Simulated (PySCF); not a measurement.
Pm⁵¹⁺ (promethium, charge +51): Hartree-Fock from Schrödinger to Dirac-Coulomb-Breit

Occupied: 1s1/2, 2s1/2, 2p1/2, 2p3/2. Hartree-Fock calculated with PySCF 2.14 in an even-tempered Gaussian basis (19 s from 9.9 bohr⁻², ratio 2.3; 15 p from 12 bohr⁻², ratio 2.3), Gaussian nucleus throughout. NR is non-relativistic, sf-X2C the spin-free one-electron X2C Hamiltonian, X2C adds the bare one-electron spin-orbit term, X2C-SNSO screens it by Boettger's factors, DC is four-component Dirac-Coulomb, and the Gaunt and Breit terms are added at first order (total energies over the DC spinors, levels after relaxing the spinors in that mean field). QED terms are absent. Levels marked empty are virtual spinors of this ion.

```tsv
Hamiltonian	E (hartree)	E − E(DC) (hartree)	CPU seconds
NR	-6922.3641	325.1021	0.58
sf-X2C	-7240.4669	6.9993	0.36
X2C	-7245.1231	2.3431	0.45
X2C-SNSO	-7244.8082	2.6580	0.45
DC	-7247.4662	0.0000	24
DC+Gaunt	-7239.9054	7.5608	41
DC+Breit	-7240.5661	6.9001	120
```

```
   level (eV)        NR    sf-X2C       X2C  X2C-SNSO        DC  DC+Gaunt  DC+Breit
        1s1/2  -46770.5  -49248.8  -49243.0  -49243.4  -49289.8  -49164.7  -49172.9
        2s1/2  -10373.4  -11072.4  -11071.0  -11071.1  -11077.2  -11064.1  -11064.9
        2p1/2  -10061.9  -10303.2  -10728.0  -10712.4  -10715.9  -10692.8  -10695.3
        2p3/2  -10061.9  -10303.2  -10120.8  -10126.6  -10130.9  -10115.0  -10117.4
3s1/2 (empty)   -4262.4   -4480.0   -4479.8   -4479.8   -4481.2   -4477.8   -4478.2
3p1/2 (empty)   -4157.6   -4254.0   -4364.7   -4360.6   -4361.5   -4355.6   -4356.4
3p3/2 (empty)   -4157.6   -4254.0   -4206.0   -4207.5   -4208.4   -4204.4   -4205.2
```

```tsv
interval (eV)	X2C	X2C-SNSO	DC	DC+Gaunt	DC+Breit
2p3/2 − 2p1/2	607.2	585.8	585.0	577.9	577.9
3p3/2 − 3p1/2	158.7	153.1	153.1	151.2	151.2
```

Weight of the small component: 1s1/2 0.0514, 2s1/2 0.0117, 2p1/2 0.0116, 2p3/2 0.0109, 3s1/2 0.00454, 3p1/2 0.00449, 3p3/2 0.00432.

Koopmans' value for the highest occupied level at DC+Breit: 10117.4 eV, against an ionisation energy of 10115 ± 4 eV (theoretical estimate listed by NIST; NIST Atomic Spectra Database, ionization energies); the former lacks relaxation, correlation, QED and recoil.

The whole ladder took 190 s of wall time on 1 thread of Neoverse-N1 (shared host), launched as `OMP_NUM_THREADS=1 python relrun2.py TASK.json OUT` (a driver that calls PySCF for each Hamiltonian).
